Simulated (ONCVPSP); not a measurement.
**What the settings do to the ONCV potential of F**

Base potential:

fluorine (F), optimised norm-conserving Vanderbilt (ONCV), made with ONCVPSP 4.0.1 (PBEsol, scalar-relativistic). Core [He], reference 2s2 2p4 (charge +1). Waves: 2s: rc 0.70 bohr, ncon 4, nbas 9, qcut 9.1 1/bohr, 1 projector; 2p: rc 1.65 bohr, ncon 4, nbas 7, qcut 6.8 1/bohr, 2 projectors, debl 2 Ha. Local part: polynomial inside 0.60 bohr (lpopt 5, dvloc0 0 Ha). Core correction: Teter function, fcfact 5.5, rcfact 1.15.

Cutoffs, loose and tight: the cutoffs (Ha) at which the residual kinetic energy of the hardest occupied pseudo-wave falls to 1 and 0.1 mHa per electron. They do not see the model core or the augmentation charge, which bear on the density cutoff. Test errors are all-electron minus pseudo excitation energies from the reference, over the configurations 2s2 2p5; 2s2 2p3; 2s2 2p2; 2s2 2p1. A dash means not determined; rows that change the core or the reference have their own tests.

| change | outcome | cutoff, loose | cutoff, tight | bound ghosts | GHOST(+) flags above zero | largest test error (meV) |
| --- | --- | --- | --- | --- | --- | --- |
| base | generated | 100 Ha | 444 Ha | none | none | +5170 |
| s: qcut 5.9; p: qcut 4.4 | generated | 437 Ha | 507 Ha | none | none | +8626 |
| s: qcut 6.7; p: qcut 5 | generated | 419 Ha | 498 Ha | none | none | +7619 |
| s: qcut 8.4; p: qcut 6.3 | generated | 233 Ha | 467 Ha | none | none | +5742 |
| s: qcut 9.3; p: qcut 7 | generated | 88 Ha | 433 Ha | none | none | +4952 |
| s: qcut 10; p: qcut 7.5 | generated | 54 Ha | 378 Ha | none | none | +4517 |
| s: qcut 10.9; p: qcut 8.2 | generated | 54 Ha | 160 Ha | none | none | +4027 |
| s: qcut 11.8; p: qcut 8.8 | generated | 57 Ha | 72 Ha | none | none | +3674 |
| s: qcut 12.5; p: qcut 9.3 | generated | 59 Ha | 72 Ha | none | none | +3401 |

Task: What comes out with this change to the base: s: qcut 7.4; p: qcut 5.5?

Result: outcome: generated; cutoff, loose: 386 Ha; cutoff, tight: 489 Ha; bound ghosts: none; GHOST(+) flags above zero: none; largest test error (meV): +6803.

Task: What comes out with this change to the base: s: qcut 13.2; p: qcut 9.8?

Result: outcome: generated; cutoff, loose: 61 Ha; cutoff, tight: 75 Ha; bound ghosts: none; GHOST(+) flags above zero: none; largest test error (meV): +3102.
